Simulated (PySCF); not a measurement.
C₄H₈Si₂. Atoms are numbered in the order given.

```xyz
14

Si     0.0223    -2.3274     0.0000
C      0.1357    -0.4728     0.0000
C      1.3124     0.2200     0.0000
C      1.2576     1.6977     0.0000
C      0.0258     2.2651     0.0000
Si    -1.2048     0.8510     0.0000
H     -0.7189    -2.8194     1.2033
H     -0.7189    -2.8194    -1.2033
H      1.3949    -2.9215     0.0000
H      2.2954    -0.2729     0.0000
H      2.1920     2.2736     0.0000
H     -0.1174     3.3488     0.0000
H     -2.0806     0.8098    -1.2113
H     -2.0806     0.8098     1.2113
```
Charge 0, spin multiplicity 1.

The structure is a stationary point at r2SCAN-D4/def2-SVP. The structure was generated by enumeration, and PubChem lists no compound with its InChIKey, so it may never have been made.

The numbers are results of PBE/def2-TZVP (PySCF), not measurements.

Isolated molecule, no solvent.

```json
{
 "total_energy": "-735.73796 hartree",
 "point_group": "Cs",
 "highest_occupied_level": "-6.00 eV",
 "lowest_empty_level": "-2.82 eV",
 "orbital_gap": "3.18 eV",
 "dipole_moment": "0.270 e·Å",
 "quadrupole, principal values (traceless, Buckingham form, about the centre of nuclear charge)": "-4.23, 0.65, 3.58 D·Å",
 "mean_static_polarisability": "101.9 bohr³ (15.09 Å³)",
 "polarisability_principal_values": "71.1, 108.4, 126.1 bohr³"
}
```
